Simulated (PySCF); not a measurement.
Another site gives an ion 66893.07 eV lower (`O[SiH2]Br`) at the level CAM-B3LYP-D3(BJ)/def2-TZVPD (PySCF).

```xyz
11

C      2.4298     0.1398     0.5661
C      1.0108    -0.0552     0.3308
C     -0.1659    -0.2181     0.1394
Si    -1.9406    -0.4764    -0.1568
O     -2.7111     0.9367    -0.4886
H      2.7658     1.0831     0.1347
H      3.0109    -0.6652     0.1155
H      2.6459     0.1598     1.6346
H     -2.5907    -1.0073     1.0518
H     -2.0789    -1.4342    -1.2740
H     -2.3563     1.5138    -1.1671
```

Charge 0, multiplicity 1.

**Question.** Give the Mulliken and meta-Löwdin atomic charges from PySCF with CAM-B3LYP-D3(BJ)/def2-TZVPD.

**Answer.** 
```tsv
atom	Mulliken (e)	meta-Löwdin (e)
C1	-1.01	-0.34
C2	0.49	0.02
C3	-0.27	-0.38
Si4	0.24	0.93
O5	-0.46	-0.76
H6	0.29	0.14
H7	0.29	0.14
H8	0.30	0.14
H9	-0.09	-0.12
H10	-0.08	-0.14
H11	0.31	0.35
```
